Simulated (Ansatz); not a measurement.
`FBN[CH2][SnH3]` + `OC(F)[SiH3]` → `F[CH]([SiH3])[SnH3]` + `OCNBF`  (redistribution)

Isolated molecules relaxed with PBE0-D4/def2-TZVP in Ansatz; ΔE leaves out vibrations. CCSD(T)/CBS adds triple-zeta CCSD(T) − MP2 to the extrapolated MP2 energy (def2 sets, frozen cores). DFT in def2-TZVPP. def2 core potentials past Kr. For Sn outer-core shells are correlated without core-valence functions, which leaves a few kJ/mol of doubt a bond. One conformer a species, not always the lowest.

Q: Is it downhill or uphill in electronic energy at CCSD(T)/CBS, and by how much? (Best estimate.)

A: The calculation gave: Uphill: ΔE = +12.8 kJ/mol.

Q: What do these levels give: PBE0-D4, ωB97X-V, MP2/def2-TZVPP, SCS-MP2/def2-TZVPP, MP2/def2-QZVPP, MP2/CBS(def2)? (Best estimate.)

A: Ansatz gave: PBE0-D4 13.9, ωB97X-V 13.6, MP2/def2-TZVPP 14.6, SCS-MP2/def2-TZVPP 13.3, MP2/def2-QZVPP 14.2, MP2/CBS(def2) 14.0 kJ/mol.

Largest T1 diagnostic among the species: 0.013.
